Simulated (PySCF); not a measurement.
Job for PySCF: R-B3LYP/3-21G on H2SSn (SMILES [SH][SnH]), a point of a torsion scan.

```python
from pyscf import gto, scf, dft, mp
from pyscf.data.elements import chemcore

mol = gto.M(
    atom='''
    S    -1.26304959    0.51949367    0.43135528
    Sn    1.08586060    0.68357947   -0.24024217
    H    -1.56956418   -0.47896296   -0.38515849
    H     0.75503324    1.04618652   -2.04357679
    ''',
    basis='3-21g',
    charge=0, spin=0, verbose=3, max_memory=1800)
mf = dft.RKS(mol, xc='b3lyp')
mf.conv_tol = 1e-8
mf.max_cycle = 100
mf.kernel()
if not mf.converged:
    mf = mf.newton().run(mf.mo_coeff, mf.mo_occ)
```

The log:

```
converged SCF energy = -6396.26497026494
```

The calculation finished and met its thresholds.

Cost: very roughly 3 core-seconds.
